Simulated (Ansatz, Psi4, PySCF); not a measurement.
C$_{4}$NiO$_{4}$, singlet, at a GFN2-xTB geometry (such geometries of metal compounds can be far from the true shape). Base run: PySCF with PBE0/STO-3G.

Input for PySCF:
```python
from pyscf import gto, scf, dft

mol = gto.M(
    atom='''
Ni   -0.00003582   -0.00773716    0.01960940
O     1.93923716    1.49032821   -1.61885180
C     1.19284818    0.91499975   -0.99111156
O     1.44317332   -1.42618256    2.16326098
C     0.88547197   -0.88079153    1.34248493
O    -1.42199832   -1.96263108   -1.66803699
C    -0.87547925   -1.21207300   -1.01987292
O    -1.94751852    1.86910439    1.19287458
C    -1.19927282    1.14744715    0.74402434
''',
    basis='sto-3g',
    verbose=4,
)

mf = dft.RKS(mol)
mf.xc = 'pbe0'
mf.kernel()
```

The same geometry, method and basis name were run in Ansatz (a first-principles code) and Psi4 and PySCF, at each program's defaults and at the settings that a row names. The base is PySCF at its defaults. Differences at the defaults can come from grids, fitting, cores and function types together.

```
code and settings                                                                             ΔE vs base (µEh)  basis functions       E (Eh)  SCF cycles
--------------------------------------------------------------------------------------------  ----------------  ---------------  -----------  ----------
PySCF, defaults (exact integrals, its default grid, spherical functions)                                   0.0               58  -1938.01115          18
Psi4, defaults (density fitting with its default set, its default grid, spherical functions)             -3396               58  -1938.01455          19
Ansatz, defaults (factorised integrals, its default grid, spherical functions)                               ?               58            ?           -
PySCF, density fitting with def2-universal-jkfit                                                         -3424               58  -1938.01458          18
PySCF, fine grid                                                                                           2.9               58  -1938.01115          18
Psi4, exact integrals, spherical functions, fine grid                                                      0.2               58  -1938.01115          22
Ansatz, high accuracy                                                                                      2.7               58  -1938.01115           -
```

### Question
Fill in the missing entries.

### Answer

- Ansatz, defaults (factorised integrals, its default grid, spherical functions), ΔE vs base (µEh): 58.8
- Ansatz, defaults (factorised integrals, its default grid, spherical functions), E (Eh): -1938.01110
